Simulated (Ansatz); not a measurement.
GeBr₃, that is [GeBr3]- with one electron fewer, relaxed as a doublet with UKS PBE0-D4/def2-SVPD in Ansatz, starting from the PBE0-D4/def2-SVPD geometry of the charge -1 singlet. Force threshold 0.02 eV/Å.

Start:

```xyz
4

Ge   -0.400    0.755    0.290
Br    1.542   -0.140    1.554
Br    0.594    0.719   -1.986
Br   -1.735   -1.334    0.142
```

```
step   energy (eV)  largest force component (eV/Å)  SCF passes
   1  -266596.0365                           2.836          16
   2  -266596.5766                           0.821          23
   3  -266596.6318                           0.083          19
   4  -266596.6323                           0.016          20
```

Force components are those of the run's own axes.

End:

| atom | x (Å) | y (Å) | z (Å) |
| --- | --- | --- | --- |
| Ge1 | -0.2620 | 0.4942 | 0.1900 |
| Br2 | 1.5015 | -0.0522 | 1.5939 |
| Br3 | 0.5496 | 0.8096 | -1.9598 |
| Br4 | -1.7891 | -1.2516 | 0.1758 |

By distances, no bond broke or formed. The bond that changes most is Ge1–Br3, from 2.48 to 2.32 Å (atoms count from 1).

No frequencies were taken in this run, so the end may be a saddle point.

Hardware: 4 threads of Arm Neoverse N1 on a shared host. Wall time 40 s, peak host memory 0.79 GiB.
